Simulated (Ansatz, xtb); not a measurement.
# C4H2F3NS: which of two isomers lies lower

Structure a: `FC(F)(F)c1cscn1`, a singlet. Structure b: `FC(F)(F)c1ccsn1`, a singlet. Both are isolated molecules in the gas phase, relaxed with PBE-D3(BJ)/def2-SVP.

Quicker runs give these differences E(b) − E(a): GFN2-xTB +2.3 kcal/mol; HF/STO-3G +6.7 kcal/mol (at GFN2-xTB geometries); r2SCAN-D4/def2-SVP +6.5 kcal/mol (at GFN2-xTB geometries).

Question: Estimate E(b) − E(a) at the level CCSD(T)/def2-SVP + ΔMP2/def2-TZVPP.

Answer: Calculated at CCSD(T)/def2-SVP + ΔMP2/def2-TZVPP: E(b) − E(a) = +3.0 kcal/mol, so structure a lies lower.

Level by level:

```tsv
level	geometry	E(b) − E(a) (kcal/mol)	departure from the last row (kcal/mol)	job, with rough time for the two
GFN2-xTB	GFN2-xTB	+2.3	−0.6	optimisation, 0.26 s
HF/STO-3G	GFN2-xTB	+6.7	+3.7	single point, 0.57 s
r2SCAN-D4/def2-SVP	GFN2-xTB	+6.5	+3.5	single point, 4.6 s
PBE-D3(BJ)/def2-SVP	PBE-D3(BJ)/def2-SVP	+5.8	+2.8	optimisation, 21 s
HF/def2-SVP	PBE-D3(BJ)/def2-SVP	+8.4	+5.4	part of the CCSD(T) run
MP2/def2-SVP	PBE-D3(BJ)/def2-SVP	+5.8	+2.8	part of the CCSD(T) run
CCSD(T)/def2-SVP	PBE-D3(BJ)/def2-SVP	+6.5	+3.5	single point
CCSD(T)/def2-SVP + ΔMP2/def2-TZVPP	PBE-D3(BJ)/def2-SVP	+3.0		single point, 1.9 min
```

As drawn, b has 1 C∷C, 1 N∷S in place of 1 C∷S, 1 C∷N (∷ is an aromatic bond).

The levels shown agree on the order. The largest departure from CCSD(T)/def2-SVP + ΔMP2/def2-TZVPP is that of HF/def2-SVP, 5.4 kcal/mol. The last row adds to CCSD(T) the change of the MP2 difference between the two basis sets, here −3.5 kcal/mol, a large step that makes the value less sure.

With thermal terms from frequencies at re-optimised GFN2-xTB minima (ideal gas, soft modes damped towards free rotors, one conformer each, 298.15 K, 1 atm): the zero-point term adds 0.0 kcal/mol; ΔH is +3.0 and ΔG +2.8 kcal/mol.

The correlated steps freeze 13 core orbitals. Codes used: Ansatz 0.2.0, xtb 6.7.1; the last row on 4 threads of Arm Neoverse V1 on a shared host.
